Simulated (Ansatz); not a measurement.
Basis-set extrapolation for C$_{2}$H$_{5}$NSSi (`C1=N[SiH2]CS1`) (PBE0-D4/def2-TZVP geometry, frozen core, Ansatz). Multiplicity 1, RHF reference.

```csv
,def2-TZVPP,def2-QZVPP
HF,-819.644597,-819.670950
MP2 correlation,-0.816238,-0.875495
CCSD(T) correlation,-0.899808,not run
```

Energies in hartree. Use E(X) = E(∞) + A·exp(−7.88·√X) for Hartree–Fock and E(X) = E(∞) + B·X^(−2.97) for correlation, with X = 3 and 4, and add CCSD(T) minus MP2 of the smaller set to the MP2 limit.

Problem. What is the CCSD(T) energy at the basis-set limit?

Solution. HF limit: -819.670950 + (-0.026353) × 0.13774 = -819.67458. MP2 limit: -0.875495 + (-0.059257) × 0.74074 = -0.91939. Higher-order term: -0.899808 − (-0.816238) = -0.08357. Total: -820.67754 hartree, 3.62 eV below CCSD(T)/def2-TZVPP.
